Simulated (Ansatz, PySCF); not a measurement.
C2H6BO2, SMILES CO[B]OC (connectivity only; charge and spin as stated), charge +1, multiplicity 1. Atoms are numbered in the order given.

```xyz
11

C      0.0374     2.6235    -0.0782
O     -0.1600     1.2333     0.2083
B      0.0000     0.0000     0.1691
O      0.1600    -1.2333     0.2083
C     -0.0374    -2.6235    -0.0782
H     -0.1604     2.7833    -1.1444
H     -0.6729     3.1813     0.5411
H      1.0711     2.8809     0.1800
H     -1.0711    -2.8809     0.1800
H      0.1604    -2.7833    -1.1444
H      0.6729    -3.1813     0.5411
```
Charge +1, spin multiplicity 1.

The structure is a stationary point at PBE0-D3(BJ)/def2-SVP. The spin state was assumed, not searched. The isomer is the one that the SMILES or the coordinates give; other isomers of the formula were not compared. Other conformers were not sampled.

Two levels are set side by side: PBE-D3(BJ)/def2-SVP (Ansatz, an electronic-structure program) and PBE0-D3(BJ)/def2-SVP (Ansatz). Each level has its own optimised geometry; the coordinates shown are those of the second. Frequencies come from the Hessian of PySCF at each geometry. Differences are taken from unrounded values.

```
quantity                            PBE0-D3(BJ)
----------------------------------  -----------
mean bond length (Å)                      1.193
bond C1–O2 (Å)                            1.433
bond O2–B3 (Å)                            1.244
bond B3–O4 (Å)                            1.244
bond O4–C5 (Å)                            1.433
bond C1–H6 (Å)                            1.096
bond C1–H7 (Å)                            1.095
bond C1–H8 (Å)                            1.096
bond C5–H9 (Å)                            1.096
bond C5–H10 (Å)                           1.096
bond C5–H11 (Å)                           1.095
highest harmonic wavenumber (cm⁻¹)         3245
mean harmonic wavenumber (cm⁻¹)            1443
zero-point energy (kcal/mol)              55.72
```

Question: What does PBE-D3(BJ) give, and how far is it from PBE0-D3(BJ)? (Estimate from the structure and the level; the computed values follow.)

Answer: 
```
quantity                            PBE-D3(BJ)  PBE-D3(BJ) minus PBE0-D3(BJ)
----------------------------------  ----------  ----------------------------
mean bond length (Å)                     1.203                         0.010
bond C1–O2 (Å)                           1.446                         0.013
bond O2–B3 (Å)                           1.257                         0.012
bond B3–O4 (Å)                           1.257                         0.012
bond O4–C5 (Å)                           1.446                         0.013
bond C1–H6 (Å)                           1.105                         0.009
bond C1–H7 (Å)                           1.104                         0.009
bond C1–H8 (Å)                           1.105                         0.009
bond C5–H9 (Å)                           1.105                         0.009
bond C5–H10 (Å)                          1.105                         0.009
bond C5–H11 (Å)                          1.104                         0.009
highest harmonic wavenumber (cm⁻¹)        3149                           -96
mean harmonic wavenumber (cm⁻¹)           1397                           -46
zero-point energy (kcal/mol)             53.92                         -1.79
```

GGA bonds tend to be longer and softer than those of functionals with exact exchange. Differences between two approximate levels are no errors against the true value.
